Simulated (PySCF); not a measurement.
An unknown shows these calculated signals:

1H NMR (300 MHz, computed): δ 1.50 (m, 4H), 1.30 (m, 6H), 0.68 (m, 2H), 0.28 (m, 2H), 0.10 (m, 1H).

13C{1H} NMR (computed): δ 31.4 (CH2), 14.7 (CH), 13.4 (CH3), 4.1 (CH2).

One computed conformer, averaged over atoms made equivalent by symmetry, fast rotation or ring inversion, in vacuum, non-relativistic Hamiltonian. Geometry: GFN2-xTB; NMR shieldings at PBE0/pcSseg-1/GIAO; PySCF 2.14.0 with density-fitted response routines.

δ = σ(ref) − σ, references computed at the same level: 1H (σref 31.72), 13C (σref 186.93) against TMS.

**Question.** Which of these does the molecule contain: a CH3CH2 unit, an ester, a three-membered ring, a (CH3)2CH unit, an OH group?

**Answer.** 
- A CH3CH2 unit: yes (δC 13.4, 31.4; δH 1.30 (m), 1.50 (m)).
- An ester: no.
- A three-membered ring: yes.
- A (CH3)2CH unit: no.
- An OH group: no.

The data belong to SMILES CCP(CC)C1CC1, C$_{7}$H$_{15}$P; they needn't prove each group on their own.

Carbon signals by region: 4 below 50 ppm.

Splittings by 31P in the carbon and heteronuclear signals aren't shown, as no couplings were computed. Shifts are as computed. Against solution values, carbons near 30 ppm lie about +3 ppm off and those near 130 ppm about +5 ppm. Of 1211 compounds with measured shifts, 218 miss one by over three times the rms of a fit or turn the order of signals round; such compounds aren't used in these exercises. Multiplicities follow the n + 1 count of equivalent neighbours, as no J values were calculated; m marks all less simple cases, F and P coupling included.
